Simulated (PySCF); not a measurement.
Species: C6H7N.
Atom-mapped SMILES: `[CH:1]#[C:2]/[C:3]([CH:4]=[CH2:5])=[N:6]\[CH3:7]` (hydrogens: H8 on C1; H9 on C4; H10, H11 on C5; H12, H13, H14 on C7)

Structure used (GFN2-xTB), in Å, numbered top down from 1:
```xyz
14
C6H7N angstrom
C      0.5000    2.0180    0.8983
C      0.1431    0.9702    0.4309
C     -0.1364   -0.3109   -0.1399
C     -1.5342   -0.6805   -0.3350
C     -2.5579    0.1003   -0.0132
N      0.7649   -1.1423   -0.4877
C      2.1530   -0.8354   -0.3224
H      0.7627    2.9471    1.3119
H     -1.6773   -1.6585   -0.7713
H     -3.5773   -0.2067   -0.1734
H     -2.4091    1.0758    0.4221
H      2.4362    0.0600   -0.8846
H      2.4021   -0.6524    0.7277
H      2.7297   -1.6853   -0.6857
```

The closed-shell SCF was solved with PySCF and density fitting under several settings on one GFN2-xTB geometry (grid level 2 and gas phase unless stated).

```json
{"settings": "PBE0/pcSseg-1", "basis functions": "154", "SCF cycles": "14", "E (Eh)": "-287.1009", "HOMO (eV)": "-7.36", "LUMO (eV)": "-1.64", "dipole (D)": "1.87"}
{"settings": "PBE0/def2-SVPD", "basis functions": "196", "SCF cycles": "14", "E (Eh)": "-286.9390", "HOMO (eV)": "-7.39", "LUMO (eV)": "-1.70", "dipole (D)": "1.80"}
{"settings": "PBE0/def2-SVPD, energy threshold 1e-07 Eh", "basis functions": "196", "SCF cycles": "10", "E (Eh)": "-286.9390", "HOMO (eV)": "-7.39", "LUMO (eV)": "-1.70", "dipole (D)": "1.80"}
{"settings": "WP04/6-31G*", "basis functions": "112", "SCF cycles": "16", "E (Eh)": "-294.5037", "HOMO (eV)": "-8.19", "LUMO (eV)": "-3.44", "dipole (D)": "1.81"}
```

Task: Estimate the rows for these settings: (1) B97-D/def2-SVPD; (2) OPBE/pcSseg-0, grid level 4; (3) wB97X/aug-pcSseg-1.

Result: 
```csv
settings,basis functions,SCF cycles,E (Eh),HOMO (eV),LUMO (eV),dipole (D)
B97-D/def2-SVPD,196,17,-287.0752,-5.92,-2.51,1.72
"OPBE/pcSseg-0, grid level 4",77,16,-286.6999,-5.61,-2.51,2.10
wB97X/aug-pcSseg-1,245,14,-287.3808,-9.60,0.37,1.85
```

Task: Over all rows, what range does the HOMO–LUMO gap span?

Result: From 3.10 eV (OPBE/pcSseg-0, grid level 4) to 9.97 eV (wB97X/aug-pcSseg-1). The functional of the narrowest has no exact exchange, that of the widest range-separated exact exchange.

Task: And the dipole moment?

Result: From 1.72 D (B97-D/def2-SVPD) to 2.10 D (OPBE/pcSseg-0, grid level 4); the largest is 1.22 times the smallest, and the median is 1.81 D.

Task: Compare two rows with the functional PBE0: PBE0/pcSseg-1 and PBE0/def2-SVPD. Which energy is lower, and by how much?

Result: PBE0/pcSseg-1 (154 functions) lies 0.1619 Eh or 102 kcal/mol below PBE0/def2-SVPD (196 functions). The smaller set gives the lower energy; the two sets aren't nested, so the variational bound doesn't order them by size.

B97-D ran without the empirical dispersion term, which would shift the total energy alone. Cycle counts include a coarse-grid stage where the run had one. All basis functions are spherical, in the Pople sets too. WP04 was designed for NMR shieldings or shifts; total energies of different functionals aren't comparable.

One conformer stands for the species.
